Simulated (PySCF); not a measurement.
Excitations are Tamm–Dancoff values on a coarser integration grid. The basis has no diffuse functions, so Rydberg states are missing or too high.

Z-matrix (Å, degrees):
```
N
C 1 1.4467
H 2 1.1009 1 111.16
H 2 1.1094 3 107.58 1 122.46
H 2 1.1094 3 107.58 4 115.06
C 1 1.4467 2 115.11 3 -179.97
H 6 1.1009 1 111.16 2 179.99
H 6 1.1094 7 107.58 1 -122.46
H 6 1.1094 7 107.58 8 -115.05
In 1 2.0190 2 122.42 3 -0.05
Br 10 2.4903 1 119.50 2 179.99
Br 10 2.4903 1 119.57 2 -0.05
```
Charge 0, spin multiplicity 1.

Q: Predict the LUMO, brightest of the four lowest singlets (TDA), T1 excitation (TDA), HOMO and dipole moment from M06-2X/def2-TZVP // B3LYP-D3(BJ)/def2-SVP (PySCF).

A: 
LUMO: -1.54 eV
brightest of the four lowest singlets (TDA): 4.73 eV
T1 excitation (TDA): 3.11 eV
HOMO: -7.88 eV
dipole moment: 2.51 D
